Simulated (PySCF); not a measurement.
# OsH₅, doublet: molecular constants

All numbers come from UPBE0/[Os def2-TZVP with ECP60, H def2-TZVP], scalar-relativistic core potentials, density fitting, no spin–orbit coupling, PySCF.

The structure is a minimum.

Coordinates in bohr (charge 0 multiplicity 2):
```
Os    0.0056    0.0251    0.0000
H     0.0000   -2.5617    1.4628
H     0.9476    0.2279   -2.9821
H     0.0000   -2.5617   -1.4628
H     0.9476    0.2279    2.9821
H    -2.9606   -0.1106    0.0000
```

```json
{
 "Point group": "Cs",
 "Bond lengths": "Os–H 1.572 Å (×3), Os–H 1.658 Å (×2)",
 "Bond angles": "H–Os–H 59.0°, H–Os–H 65.7° (×2), H–Os–H 87.6° (×2), H–Os–H 107.7° (×2), H–Os–H 121.7° (×2), H–Os–H 144.2°",
 "Lowest empty level (β)": "-3.06 eV",
 "Rotational constants": "2.496, 1.842, 1.676 cm⁻¹",
 "Rotational symmetry number": "1",
 "Atomisation energy without zero-point energy": "1374 kJ/mol",
 "Dipole moment": "1.18 D",
 "Zero-point energy": "92.3 kJ/mol",
 "Spin squared ⟨S²⟩": "0.755",
 "Principal polarisabilities": "37.6, 39.3, 53.9 bohr³",
 "Enthalpy at 298.15 K above 0 K": "13.56 kJ/mol",
 "Entropy at 298.15 K and 1 bar (electronic part: spin only)": "274.3 J/(mol K)",
 "Principal quadrupole moments (Buckingham, traceless) about the centre of mass": "-4.63, 1.16, 3.47 D Å",
 "Heat capacity Cp at 298.15 K": "63.3 J/(mol K)",
 "Highest occupied level (α)": "-6.52 eV"
}
```

Harmonic modes (masses in u: Os 191.961, H 1.008):
```csv
symmetry,ω (cm⁻¹),IR (km/mol),μ (u),type
a'',223,48.2,1.01,bend
a'',436,0.2,1.01,bend
a'',506,173,1.01,bend
a',548,10.5,1.02,bend
a',811,0.1,1.02,bend
a',885,10.5,1.01,bend
a',974,52.7,1.01,bend
a'',1922,249,1.02,stretch
a',2097,30.3,1.01,stretch
a',2328,17.8,1.02,stretch
a'',2352,0.4,1.01,stretch
a',2357,19.2,1.01,stretch
```

Charges (e):
```json
{"atom": "Os1", "Mulliken": "0.12", "Löwdin": "0.03", "polar tensor": "0.24", "spin (Mulliken)": "0.84", "Mayer order to Os1": "–"}
{"atom": "H2,4", "Mulliken": "0.05", "Löwdin": "0.05", "polar tensor": "0.07", "spin (Mulliken)": "0.00", "Mayer order to Os1": "0.87"}
{"atom": "H3,5", "Mulliken": "-0.12", "Löwdin": "-0.07", "polar tensor": "-0.14", "spin (Mulliken)": "0.09", "Mayer order to Os1": "0.85"}
{"atom": "H6", "Mulliken": "0.01", "Löwdin": "0.01", "polar tensor": "-0.10", "spin (Mulliken)": "-0.02", "Mayer order to Os1": "1.00"}
```

Mulliken populations on Os1 (electrons outside its core potential): s 2.75, p 6.30, d 6.81, f 0.02.

Outer orbital energies (eV). α occupied: -12.69, -10.66, -10.44, -10.07, -9.40, -7.39, -6.52; empty: -2.55, -2.16, 1.72, 1.95. β occupied: -12.42, -10.33, -10.24, -9.67, -8.85, -7.07; empty: -3.06, -2.40, -1.94, 1.91.

Other isomers or separated fragments may lie lower. Other spin states or occupations of the open shell can lie lower. Spin–orbit coupling, left out here, can matter for elements this heavy.

The final relaxation and frequency run took 120 s on 2 threads of a shared Arm Neoverse N1 host, with 70 basis functions and 20 gradients; the process peaked at 1.1 GiB. Launch command: `OMP_NUM_THREADS=2 python axn.py task.json out`.
